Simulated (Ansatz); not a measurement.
Correlation energies of C₂H₅FMg, SMILES `C[CH2][Mg][F]` by basis set

```xyz
9

C    -0.671   -0.430   -0.879
C    -0.225   -0.198    0.566
Mg    1.460    1.003    0.842
F     2.881    2.015    1.082
H     0.106   -0.915   -1.477
H    -1.560   -1.068   -0.941
H    -0.921    0.506   -1.388
H    -1.045    0.248    1.142
H    -0.027   -1.161    1.053
```

Charge 0, multiplicity 1. Correlated methods include outer-core shells of Mg, which these sets cover unevenly. The geometry is a stationary point of PBE0-D4/def2-TZVP. It is one conformer, not always the lowest. Frozen core, restricted reference, Ansatz. CBS rows extrapolate triple and quadruple zeta; past MP2 they add the triple-zeta difference. For Mg the program correlates outer-core shells too, which these sets cover unevenly, so the extrapolated numbers aren't a true limit.

```json
{"basis": "def2-SVP", "HF (Eh)": "-377.53562", "MP2 corr.": "-0.52222", "CCSD corr.": "-0.55476", "(T)": "-0.01265", "CCSD(T) total": "-378.10303"}
{"basis": "def2-TZVPP", "HF (Eh)": "-377.81771", "MP2 corr.": "-0.81602", "CCSD corr.": "-0.84583", "(T)": "-0.02429", "CCSD(T) total": "-378.68783"}
{"basis": "def2-QZVPP", "HF (Eh)": "-377.83613", "MP2 corr.": "-0.90448", "CCSD corr.": "–", "(T)": "–", "CCSD(T) total": "–"}
{"basis": "CBS(def2)", "HF (Eh)": "-377.83867", "MP2 corr.": "-0.97001", "CCSD corr.": "-0.99981", "(T)": "as TZ", "CCSD(T) total": "-378.86277"}
```
